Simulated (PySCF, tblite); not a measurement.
Isomers of C5H11PS. Computed values, GFN2-xTB/tblite, gas phase, harmonic and unscaled. Against measured fundamentals such values can be off by several per cent, at times by over 20. Modes of hydrogen on phosphorus can be 10 to 20 % off. One conformer each.

Electronic energies: PBE0/pcSseg-1 single points on the GFN2-xTB geometries (PySCF, gas phase).

| SMILES | electronic energy, lowest = 0 (kJ/mol) |
| --- | --- |
| C[C@@H]1CC[P@H](=S)C1 | 0.0 |
| CP1CCSCC1 | 67.1 |
| C=CCPCSC | 196.4 |
| C=C[P@@H](=S)CCC | 99.6 |
| C=C[P@](C)(=S)CC | 51.4 |
| C=C[P@H](=S)C(C)C | 91.2 |

**Question.** How do GFN2-xTB zero-point energies change the relative energies?

**Answer.** 
```tsv
SMILES	ZPE (kJ/mol)	of it from modes above 1550 cm⁻¹	electronic (kJ/mol)	with ZPE, lowest = 0 (kJ/mol)	lowest mode (cm⁻¹)	rings
C[C@@H]1CC[P@H](=S)C1	391.7	191.6	0.0	0.0	44	1
C=C[P@](C)(=S)CC	380.7	208.3	51.4	40.5	63	0
CP1CCSCC1	389.4	195.2	67.1	64.8	110	1
C=C[P@H](=S)C(C)C	380.7	203.5	91.2	80.1	55	0
C=C[P@@H](=S)CCC	382.1	203.0	99.6	90.0	65	0
C=CCPCSC	374.6	203.5	196.4	179.3	23	0
```

The zero-point energies span 17.1 kJ/mol, from `C=CCPCSC` to `C[C@@H]1CC[P@H](=S)C1`. The order is unchanged.

**Question.** And how do the electronic energies of GFN2-xTB itself compare?

**Answer.** `C[C@@H]1CC[P@H](=S)C1` 0.0; `C=C[P@](C)(=S)CC` 124.2; `CP1CCSCC1` 115.9; `C=C[P@H](=S)C(C)C` 122.0; `C=C[P@@H](=S)CCC` 127.1; `C=CCPCSC` 253.0 kJ/mol, lowest = 0. Against the energies above, taken from the same isomer `C[C@@H]1CC[P@H](=S)C1`, the largest difference is 72.8 kJ/mol.

**Question.** What do entropy and thermal enthalpy add at 298.15 K and 1 bar (rigid rotor, harmonic oscillator, one conformer each)?

**Answer.** 
```csv
SMILES,point group,symmetry number,S (J/(mol K)),H − H(0) (kJ/mol),ZPE + H − H(0) − TS (kJ/mol)
C[C@@H]1CC[P@H](=S)C1,C1,1,376.9,24.18,303.5
C=C[P@](C)(=S)CC,C1,1,417.2,30.03,286.4
CP1CCSCC1,Cs,1,373.4,24.82,302.8
C=C[P@H](=S)C(C)C,C1,1,409.9,28.83,287.3
C=C[P@@H](=S)CCC,C1,1,405.3,28.02,289.3
```

Not tabulated: `C=CCPCSC` (lowest mode only 23 cm⁻¹).
